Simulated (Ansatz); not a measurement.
The first iterations of a band of GeH₄N (6 atoms, charge -1, multiplicity 1).

The calculation used Ansatz 0.2.0, RKS PBE-D4/def2-mTZVP.

* movable images: 5
* climbing image: yes
* spring: 5.0 eV/Å²
* optimiser: quadratic models (default)
* start path: IDPP
* force threshold: 0.05 eV/Å
* iteration limit: 60
* end points: relaxed

First end point:

```xyz
6
Properties=species:S:1:pos:R:3
N 0.435 -1.381 0.497
Ge -0.184 0.173 -0.176
H 1.204 -1.129 1.151
H -1.364 -0.130 -1.186
H 0.760 1.157 -1.060
H -0.851 1.310 0.775
```

Last end point:

```xyz
6
Properties=species:S:1:pos:R:3
N 0.540 -0.934 1.086
Ge -0.166 0.246 -0.079
H 1.090 -1.611 0.517
H -1.210 -0.215 -1.237
H 0.769 1.201 -1.003
H -1.023 1.313 0.716
```

| iteration | highest image above the first end (eV) | largest band force component (eV/Å) |
| --- | --- | --- |
| 1 | 0.112 | 0.281 |
| 2 | 0.072 | 0.258 |

Does the band converge within its limit, and where does its top end?

It converged. It ended after 6 iterations with the highest image 0.059 eV above the first end. A vibrational analysis at the climbing image gives one clearly imaginary mode, 299i cm⁻¹: a first-order saddle point. Limits of this set-up: an anion without diffuse functions, the dipole of an ion depends on the origin.

Time of the run: 44 s on 1 thread of Arm Neoverse V1 (shared host), peak memory 0.11 GiB.
